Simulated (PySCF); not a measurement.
## Electric field gradients and quadrupole coupling constants

C7H13Al.
Z-matrix (Å and degrees, PBE0-D3(BJ)/def2-SVP geometry), rows numbered from 1:
```
C 
C   1  1.5382
C   2  1.5505  1   88.58
Al  3  1.9702  2  116.33  1   -95.05
C   4  1.9412  3  117.95  2  -177.12
C   5  1.5236  4  119.71  3    40.47
C   6  1.4847  5   60.78  4  -108.90
C   1  1.5393  2   88.82  3   -19.65
H   1  1.1008  2  118.26  3  -141.12
H   1  1.1027  2  111.27  3    92.91
H   2  1.1028  1  111.26  3   112.95
H   2  1.1026  1  117.37  3  -122.06
H   3  1.1055  2  115.33  1   135.23
H   4  1.5979  3  120.76  2     4.06
H   5  1.0970  4  118.13  3  -174.21
H   6  1.0955  5  118.99  7   108.23
H   6  1.0941  5  117.49  7  -108.59
H   7  1.0941  5  117.52  6   108.49
H   7  1.0953  5  118.77  6  -108.34
H   8  1.1028  1  111.43  2   -92.98
H   8  1.1042  1  117.66  2   142.49
```

Field gradients from the PBE0/pcSseg-1 density (PySCF, non-relativistic), principal values in atomic units, ordered |Vxx| ≤ |Vyy| ≤ |Vzz|:

```
atom      Vxx      Vyy     Vzz
 Al4  -0.6773  -0.7813  1.4587
```

Task: Find the asymmetry η = (Vxx − Vyy)/Vzz and the couplings χ = eQV/h (234.96 MHz × Q in barn × V in au), with Q(27Al) = 0.1466 b.

Result: 
```csv
atom,environment,nucleus,η,χzz (MHz),χxx (MHz),χyy (MHz)
Al4,aluminium bonded to 2 C and H,27Al,0.07,50.24,-23.33,-26.91
```

The tensor is traceless: Vxx + Vyy + Vzz = 0.

Task: What is Vzz at Al4 in SI units (1 au = 9.71736 × 10²¹ V/m²)?

Result: 1.4587 au = 14.174 × 10²¹ V/m².

Were the hydrogens deuterons (Q(2H) = 0.00286 b), χzz would run from 71 kHz (H14) to 206 kHz (H18, H17 and H15).

One conformer (not necessarily the lowest) at the PBE0-D3(BJ)/def2-SVP geometry, without solvent, vibrations or thermal averaging. These gradients aren't converged with respect to the basis.
